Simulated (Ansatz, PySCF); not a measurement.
Process, species as SMILES: [NH-][Si](N)(N)O → N[Si](N)(N)[O-]
Structures are relaxed separately at B3LYP-D3(BJ)/def2-TZVP in Ansatz (a quantum-chemistry and plane-wave program), one conformer each, not searched for the lowest.

Quantity: isomerisation energy (enthalpy at 298 K, with B3LYP-D3(BJ) rigid-rotor harmonic-oscillator terms from PySCF), in kcal/mol. Valence correlation only, unless marked. No spin-orbit coupling. Non-relativistic. Anions need diffuse functions: aug- sets have them; def2-D sets add few; the other sets have none. Basis-set limits of correlation are two-point, X^-3; Hartree-Fock from the larger set.

```json
[
 {"level": "HF/aug-cc-pV(T+d)Z", "program": "Ansatz", "isomerisation energy (kcal/mol)": "-15.6"},
 {"level": "PBE0/def2-SVP", "program": "Ansatz", "isomerisation energy (kcal/mol)": "-16.4"},
 {"level": "PBE0-D3(BJ)/def2-TZVPD", "program": "Ansatz + dftd3", "isomerisation energy (kcal/mol)": "-15.3"},
 {"level": "PBE0-D4/def2-TZVPD", "program": "Ansatz + dftd4", "isomerisation energy (kcal/mol)": "-15.3"}
]
```

Problem. Predict the CCSD(T)/CBS(aug-cc-pV(T+d)Z,aug-cc-pV(Q+d)Z) result (Ansatz).

Solution. -15.1 kcal/mol, so PBE0-D4/def2-TZVPD differs from it by -0.2 kcal/mol.
